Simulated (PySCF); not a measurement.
AuClH₃N, SMILES [NH3]->[Au][Cl], multiplicity 1.

Coordinates come from a B3LYP-D3(BJ)/def2-TZVP optimisation. The multiplicity is an assumed one; other spin states were not compared. The def2 effective core potentials stand for the cores of Au; spin–orbit coupling is left out.

The numbers are results of TDDFT-B3LYP/def2-SVPD in PySCF, not measurements.

Vertical excitations; the highest root listed may be one member of a degenerate set. Gas-phase values at a fixed geometry. State labels are in the subgroup Cs.

| state | symmetry | energy (eV) | λ (nm) | f | main pairs |
|---|---|---|---|---|---|
| S1 | A" | 4.55 | 273 | 0.003 | HOMO→LUMO (degenerate set) |
| S2 | A' | 4.55 | 273 | 0.003 | HOMO−1→LUMO (degenerate set) |
| S3 | A' | 5.17 | 240 | 0.024 | HOMO−2→LUMO 96 % |
| S4 | A" | 5.72 | 217 | 0.000 | HOMO−3→LUMO (degenerate set) |
| S5 | A' | 5.72 | 217 | 0.000 | HOMO−4→LUMO (degenerate set) |
| S6 | A" | 6.07 | 204 | 0.000 | HOMO→LUMO+1 49 %, HOMO−1→LUMO+2 49 % |
| S7 | A" | 6.08 | 204 | 0.000 | HOMO−1→LUMO+2, HOMO→LUMO+1 (degenerate set) |
| S8 | A' | 6.08 | 204 | 0.000 | HOMO−1→LUMO+1, HOMO→LUMO+2 (degenerate set) |
| S9 | A" | 6.21 | 200 | 0.010 | HOMO→LUMO+3 (degenerate set) |
| S10 | A' | 6.21 | 200 | 0.010 | HOMO−1→LUMO+3 (degenerate set) |
| T1 | A" | 4.28 | 290 | 0 | HOMO→LUMO (degenerate set) |
| T2 | A' | 4.28 | 290 | 0 | HOMO−1→LUMO (degenerate set) |
| T3 | A' | 4.67 | 265 | 0 | HOMO−2→LUMO 91 % |
| T4 | A" | 5.50 | 225 | 0 | HOMO−3→LUMO 91 % |
Triplets are in the Tamm–Dancoff approximation, which puts them higher than full response would, so one can lie above its singlet here.
